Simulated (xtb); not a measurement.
C₈H₁₂, charge -1, doublet, at a GFN2-xTB geometry (a state made from the parent by changing its charge; the spin is typed, not shown lowest); GFN2-xTB run with xtb.

Here is a job for xtb.
```
$ xtb mol.xyz --gfn 2 --chrg -1 --uhf 1 --etemp 1000 --json

# file mol.xyz
20

C     -0.69087412    -1.74553618    -0.18585767
C      0.68862544    -1.74702532    -0.18012278
C      1.52375294    -0.58781095    -0.54879789
C      1.52040289     0.58452485     0.56145313
C      0.69087412     1.74553618     0.18585767
C     -0.68862544     1.74702532     0.18012278
C     -1.52375294     0.58781095     0.54879789
C     -1.52040289    -0.58452485    -0.56145313
H     -1.20491430    -2.57513596     0.29530008
H      1.19685513    -2.57772862     0.30528478
H      1.17729101    -0.12804771    -1.47804495
H      2.56346734    -0.90412835    -0.69801976
H      2.55952115     0.89859820     0.71931718
H      1.16523511     0.12551900     1.48778336
H      1.20491430     2.57513596    -0.29530008
H     -1.19685513     2.57772862    -0.30528478
H     -1.17729101     0.12804771     1.47804495
H     -2.56346734     0.90412835     0.69801976
H     -1.16523511    -0.12551900    -1.48778336
H     -2.55952115    -0.89859820    -0.71931718
```

The log (banner, timings and long lists left out):

```
   ID    Z sym.   atoms
    1    6 C      1-8
    2    1 H      9-20

           -------------------------------------------------
          |                Calculation Setup                |
           -------------------------------------------------

           -------------------------------------------------
          |                 G F N 2 - x T B                 |
           -------------------------------------------------

          ...................................................
          :                      SETUP                      :
          :.................................................:
          :  # basis functions                  44          :
          :  # atomic orbitals                  44          :
          :  # shells                           28          :
          :  # electrons                        45          :
          :  max. iterations                   250          :
          :  Hamiltonian                  GFN2-xTB          :
          :  restarted?                      false          :
          :  GBSA solvation                  false          :
          :  PC potential                    false          :
          :  electronic temp.         1000.0000000     K    :
          :  accuracy                    1.0000000          :
          :  -> integral cutoff          0.2500000E+02      :
          :  -> integral neglect         0.1000000E-07      :
          :  -> SCF convergence          0.1000000E-05 Eh   :
          :  -> wf. convergence          0.1000000E-03 e    :
          :  Broyden damping             0.4000000          :
          :  net charge                         -1          :
          :  unpaired electrons                  1          :
          ...................................................

 iter      E             dE          RMSdq      gap      omega  full diag
   1    -23.6140938 -0.236141E+02  0.283E+00    1.02       0.0  T
   2    -23.6677615 -0.536678E-01  0.150E+00    1.06       1.0  T
   3    -23.6694289 -0.166733E-02  0.736E-01    1.03       1.0  T
   4    -23.6696670 -0.238171E-03  0.164E-01    1.04       1.0  T
   5    -23.6697443 -0.773214E-04  0.439E-02    1.03       1.0  T
   6    -23.6697449 -0.599379E-06  0.441E-03    1.03       5.1  T
   7    -23.6697450 -0.602976E-07  0.149E-03    1.03      15.0  T
   8    -23.6697450 -0.173240E-07  0.250E-04    1.03      89.5  T
   9    -23.6697450 -0.121965E-10  0.302E-05    1.03     741.2  T

[...]
         :: total energy             -23.308135432111 Eh    ::
[...]
     #   Z sym  total        # sym  WBO       # sym  WBO       # sym  WBO
 ---------------------------------------------------------------------------
     1   6 C    3.877 --     2 C    1.588     8 C    1.075     9 H    0.969
     2   6 C    3.877 --     1 C    1.588     3 C    1.075    10 H    0.969
     3   6 C    3.990 --     2 C    1.075    12 H    0.982    11 H    0.974
                             4 C    0.890
     4   6 C    3.990 --     5 C    1.075    13 H    0.982    14 H    0.974
                             3 C    0.890
     5   6 C    3.877 --     6 C    1.588     4 C    1.075    15 H    0.969
     6   6 C    3.877 --     5 C    1.588     7 C    1.075    16 H    0.969
     7   6 C    3.990 --     6 C    1.075    18 H    0.982    17 H    0.974
                             8 C    0.890
     8   6 C    3.990 --     1 C    1.075    20 H    0.982    19 H    0.974
                             7 C    0.890
     9   1 H    0.996 --     1 C    0.969
    10   1 H    0.996 --     2 C    0.969
    11   1 H    1.000 --     3 C    0.974
    12   1 H    0.999 --     3 C    0.982
    13   1 H    0.999 --     4 C    0.982
    14   1 H    1.000 --     4 C    0.974
    15   1 H    0.996 --     5 C    0.969
    16   1 H    0.996 --     6 C    0.969
    17   1 H    1.000 --     7 C    0.974
    18   1 H    0.999 --     7 C    0.982
    19   1 H    1.000 --     8 C    0.974
    20   1 H    0.999 --     8 C    0.982
 ---------------------------------------------------------------------------

Topologies differ in total number of bonds
Writing topology from bond orders to xtbtopo.mol

molecular dipole:
                 x           y           z       tot (Debye)
 q only:        0.000       0.000       0.000
   full:        0.000       0.000       0.000       0.000
molecular quadrupole (traceless):
                xx          xy          yy          xz          yz          zz
 q only:       -0.560      -0.006      -7.676      -0.037      -0.501       8.236
  q+dip:        3.006       0.003      -9.457      -0.019      -3.900       6.450
   full:        2.175       0.001      -9.100      -0.023      -3.132       6.925

           -------------------------------------------------
          | TOTAL ENERGY              -23.308135432111 Eh   |
          | GRADIENT NORM               0.000207161235 Eh/α |
          | HOMO-LUMO GAP               1.033449132500 eV   |
           -------------------------------------------------

normal termination of xtb
```
